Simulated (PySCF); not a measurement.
All values below come from PBE-D3(BJ)/def2-TZVP // B3LYP-D3(BJ)/def2-TZVP (PySCF). All species are isolated molecules in the gas phase. One relaxed conformer stands for a flexible species; it need not be the lowest. Delta-SCF ions had no search for a lower state. Excitations are Tamm–Dancoff values on a coarser integration grid. The basis has no diffuse functions, so Rydberg states are missing or too high.

Reference species (SMILES): `N=C=[SiH]N` (neutral, multiplicity 1).

```yaml
S1 oscillator strength: 0.003
vertical ionisation energy (Delta-SCF): 7.62 eV
S1–T1 gap (TDA): 1.15 eV
```

Changed species: `N=C=N[SiH3]`.

### Question
Give the shifts of the S1 oscillator strength, vertical ionisation energy (Delta-SCF) and S1–T1 gap (TDA).

### Answer
the S1 oscillator strength hardly moves; the vertical ionisation energy (Delta-SCF) increases by 2.05 eV, to 9.67 eV; the S1–T1 gap (TDA) decreases by 0.82 eV, to 0.33 eV.
